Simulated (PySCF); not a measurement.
CHF, SMILES F[CH] (connectivity only; charge and spin as stated), neutral, multiplicity 1.

Geometry: B3LYP-D3(BJ)/def2-TZVPD. The isomer is the one that the SMILES or the coordinates give; other isomers of the formula were not compared.

All values below come from HF/def2-TZVPD in PySCF.

Computed frontier levels, gap, dipole moment and polarisability:
The highest occupied level is -11.18 eV, the lowest empty level is 1.58 eV and the orbital gap is 12.76 eV. The dipole moment is 1.58 D and the quadrupole, principal values (traceless, Buckingham form, about the centre of nuclear charge) comes out as -4.04, 1.99, 2.05 D·Å. The mean static polarisability comes out as 14.8 bohr³ (2.19 Å³) and the polarisability, principal values is 13.3, 14.4, 16.5 bohr³.
